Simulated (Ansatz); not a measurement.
Start from `N[Si]N([SiH3])[SiH3]` and change one atom or group to get `[SiH3]N([SiH3])[Si]Br`.

Ansatz, PBE0-D4/def2-TZVP geometries, multiplicity 1. Each molecule was computed in one conformer, which needn't be the lowest.

Scalar relativity is left out up to krypton.

```
                                                                                  property  `N[Si]N([SiH3])[SiH3]`
                                                     HOMO energy (ωB97M-V/def2-TZVPP) / eV                   -8.75
                                            size of the dipole moment (PBE/def2-TZVPP) / D                    1.82
                                                        HOMO energy (PBE0/def2-TZVPP) / eV                   -6.61
                                                        LUMO energy (PBE0/def2-TZVPP) / eV                   -0.96
                                                      HOMO–LUMO gap (PBE0/def2-TZVPP) / eV                    5.65
ideal-gas entropy at 298 K and 1 bar (rigid rotor, harmonic PBE0-D4/def2-TZVP) / J/(mol·K)                     388
```

(1) What does the change do to each property? (Best estimate.)

Results:

(1) Ansatz gave: 
```tsv
property	`[SiH3]N([SiH3])[Si]Br`	shift
HOMO energy (ωB97M-V/def2-TZVPP) / eV	-9.23	-0.48
size of the dipole moment (PBE/def2-TZVPP) / D	1.66	-0.16
HOMO energy (PBE0/def2-TZVPP) / eV	-7.16	-0.55
LUMO energy (PBE0/def2-TZVPP) / eV	-2.15	-1.19
HOMO–LUMO gap (PBE0/def2-TZVPP) / eV	5.02	-0.63
ideal-gas entropy at 298 K and 1 bar (rigid rotor, harmonic PBE0-D4/def2-TZVP) / J/(mol·K)	392	4
```

With PBE0 the HOMO falls by 0.55 eV and the LUMO falls by 1.19 eV, so the gap narrows by about 0.64 eV. PBE moves the HOMO by -0.56 eV and ωB97M-V by -0.48 eV. The zero-point energy changes by -65.4 kJ/mol with -6 modes. Dipoles are sizes alone; their direction can turn.

Spin–orbit coupling is left out; it splits and shifts lone-pair levels of the heavy atoms by tenths of an eV.
